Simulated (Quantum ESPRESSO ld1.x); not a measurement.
All-electron atom: Ba III in [Kr] 4d10 5s2 5p5 6f1 (not the ground configuration). All-electron calculation, Dirac Kohn-Sham, BLYP, spin-unpolarised, spherical densities, point nucleus; open shells are shared between the two j in proportion to 2j + 1. Program: ld1.x of Quantum ESPRESSO 7.5. Some entries of the table are withheld. Estimate them.

| orbital | occ. | eigenvalue (eV) | r(max) (bohr) |
|---|---|---|---|
| 1s1/2 | 2 | -37257.472 | (1) |
| 2s1/2 | 2 | -5905.372 | 0.093 |
| 2p1/2 | 2 | -5564.240 | 0.071 |
| 2p3/2 | 4 | -5182.320 | 0.076 |
| 3s1/2 | 2 | -1263.729 | 0.267 |
| 3p1/2 | 2 | -1120.566 | (2) |
| 3p3/2 | 4 | -1046.758 | (3) |
| 3d3/2 | 4 | -795.524 | 0.213 |
| 3d5/2 | 6 | -779.788 | 0.217 |
| 4s1/2 | 2 | (4) | 0.623 |
| 4p1/2 | 2 | -213.343 | (5) |
| 4p3/2 | 4 | -197.915 | (6) |
| 4d3/2 | 4 | -112.912 | 0.691 |
| 4d5/2 | 6 | -110.287 | 0.697 |
| 5s1/2 | 2 | -54.159 | 1.45 |
| 5p1/2 | 1.66667 | -40.123 | 1.60 |
| 5p3/2 | 3.33333 | -37.819 | 1.67 |
| 6f5/2 | 0.428571 | -4.276 | 10.2 |
| 6f7/2 | 0.571429 | -4.269 | 10.2 |

Answer. 
(1) 1s1/2 r(max) (bohr): 0.017
(2) 3p1/2 r(max) (bohr): 0.252
(3) 3p3/2 r(max) (bohr): 0.265
(4) 4s1/2 eigenvalue (eV): -265.380
(5) 4p1/2 r(max) (bohr): 0.638
(6) 4p3/2 r(max) (bohr): 0.659
